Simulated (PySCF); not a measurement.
Species: C6H4BrF.
InChI=1S/C6H4BrF/c7-5-3-1-2-4-6(5)8/h1-4H

A linear-response calculation (PySCF, def2-SVPD basis, gas phase, vertical, core orbitals frozen in the response) gave these numbers; the functional is withheld.

Orbital energies (eV): HOMO-3 -11.28, HOMO-2 -10.38, HOMO-1 -9.51, HOMO -8.99, LUMO 0.79, LUMO+1 1.14, LUMO+2 1.45.

```tsv
state	E (eV)	f	main configurations (H = HOMO, L = LUMO)
S1	5.28	0.022	H→L (43%), H-1→L (21%), H→L+1 (19%)
S2	5.81	0.0001	H→L+2 (83%)
S3	5.94	0.091	H→L (36%), H→L+1 (31%), H-1→L (27%)
S4	6.70	0.087	H-2→L+2 (60%), H→L+1 (15%), H-1→L (14%)
S5	6.79	0.246	H→L+1 (29%), H-2→L+2 (29%), H-1→L (25%)
S6	6.84	0.207	H-1→L+2 (55%), H-1→L+1 (22%)
```

Triplets, Tamm–Dancoff:

```tsv
state	E (eV)	λ (nm)	main configurations (H = HOMO, L = LUMO)
T1	4.09	303.4	H→L (36%), H→L+1 (22%), H-1→L (17%)
T2	4.60	269.4	H→L (52%), H-1→L (26%), H-1→L+1 (17%)
T3	4.75	261.2	H-1→L (44%), H→L+1 (43%)
T4	5.27	235.5	H-1→L+1 (60%), H→L+1 (24%), H-1→L (9%)
```

Vertical ionisation energy by ΔSCF with the same functional: 9.15 eV. Mean static polarisability: 90.1 au.

Problem. Name the functional.
A. PBE
B. wB97X-D
C. HF
D. B3LYP

Solution. B. wB97X-D is range-separated, 22% exact exchange at short range and 100% at long range (ω = 0.2 bohr⁻¹). In this run −ε(HOMO) = 8.99 eV differs from the ΔSCF value by -0.17 eV, and S1 differs from the orbital gap of 9.77 eV by -4.49 eV. The ratio −ε(HOMO)/IP is 0.98. Usual ranges for neutral molecules in this basis: 0.89 to 0.99 with wB97X-D, 0.5 to 0.7 with PBE, 0.67 to 0.83 with B3LYP; with Hartree–Fock the ratio is 1 or more (Koopmans' value less the relaxation energy is the ΔSCF value). The other options: PBE, a GGA without exact exchange; HF, time-dependent Hartree–Fock, 100% exact exchange; B3LYP, a global hybrid with 20% exact exchange.

Computed with TDDFT wB97X-D/def2-SVPD, vertical, gas phase, core orbitals frozen in the response in PySCF. Isolated species at its PBE0-D3(BJ)/def2-SVP geometry, gas phase. Relativistic effects, spin–orbit coupling among them, are left out although an element past zinc is present.

Hardware: Arm Neoverse V1, one thread (shared host). Cost: 2.8 min of wall time.
